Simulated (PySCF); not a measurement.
Electron correlation in Ga⁺ (gallium, charge +1)

[Ar] 3d10 4s2, closed-shell 1S. Computed with PySCF 2.14 in aug-cc-pVDZ-PP with ECP10MDF, with a scalar-relativistic core potential. Frozen: 3s2 3p6 3d10; 2 electrons correlated.

Total MP2 correlation energy: -23.31 mhartree.

Same-spin part 0.00 and opposite-spin part -23.31 mhartree; SCS-MP2 scales them by 1/3 and 6/5 to -27.97 mhartree.

With two correlated electrons CCSD is exact within the correlated space (frozen core and kept virtual orbitals).

| level | correlation energy (mhartree) |
| --- | --- |
| CCSD | -35.42 |

Diagnostics: T1 = 0.0048, D1 = 0.0068, largest double amplitude 0.096.

Problem. Is a single reference adequate?

Solution. Mostly. T1 lies below 0.03, but a double amplitude of this size points to a near-degeneracy that CCSD handles and MP2 describes poorly.
